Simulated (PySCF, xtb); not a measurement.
BClH4O2Si, SMILES OB(O)[SiH2]Cl. Atoms are numbered in the order given.

```xyz
9

Si    -1.0000    -0.3663     0.0000
Cl     0.3908    -1.9537     0.0000
B      0.1696     1.3145     0.0000
O     -0.2962     2.5921     0.0000
O      1.5126     1.1483     0.0000
H     -1.8703    -0.5237    -1.2016
H     -1.8703    -0.5237     1.2016
H     -1.2552     2.6756     0.0000
H      1.7737     0.2157     0.0000
```
Charge 0, spin multiplicity 1.

Coordinates come from a B3LYP-D3(BJ)/def2-SVP optimisation. One conformer was computed; it need not be the lowest.

Method: C-PCM-M06-2X/def2-SVP run with PySCF.

The values are the electrostatic part of the solvation free energy, E(continuum) − E(gas) at the gas-phase geometry, in a cavity of scaled van der Waals radii (PySCF's table); cavitation and dispersion terms are not included. In vacuum the orbital gap is 9.80 eV. The dipole moment in vacuum is 2.36 D.

Estimate the values in water (ε = 78.36), methanol (ε = 32.61), chloroform (ε = 4.71). (Estimate from the structure and the level; the computed values follow.)


```json
[
 {"solvent": "water", "ε": "78.36", "ΔG(elec) (kcal/mol)": "-8.2", "dipole (D)": "2.98", "gap (eV)": "10.00"},
 {"solvent": "methanol", "ε": "32.61", "ΔG(elec) (kcal/mol)": "-8.0", "dipole (D)": "2.96", "gap (eV)": "10.00"},
 {"solvent": "chloroform", "ε": "4.71", "ΔG(elec) (kcal/mol)": "-6.4", "dipole (D)": "2.83", "gap (eV)": "9.98"}
]
```

For comparison, GFN2-xTB/ALPB(water) (xtb, at the GFN2-xTB geometry, all terms of that model) gives -8.5 kcal/mol.
